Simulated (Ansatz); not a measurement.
Ansatz results at the PBE0-D4/def2-TZVP geometry: size of the dipole moment (ωB97M-V/def2-TZVPP) 2.40 D; size of the dipole moment (PBE/def2-TZVPP) 2.39 D; LUMO energy (ωB97M-V/def2-TZVPP) 0.89 eV.

Each molecule was computed in one conformer, which needn't be the lowest.

**Question.** Which molecule gave them?
A. `CC(C)[O][AlH][Cl]`
B. `C=[CH][AlH][F]`
C. `[NH2][Al]([F])[Br]`
D. `[CH3][AlH][OH]`

**Answer.** C. The others give `CC(C)[O][AlH][Cl]`: 1.16, 1.20, 0.88; `[CH3][AlH][OH]`: 0.60, 0.50, 1.11; `C=[CH][AlH][F]`: 1.94, 1.95, 0.41.
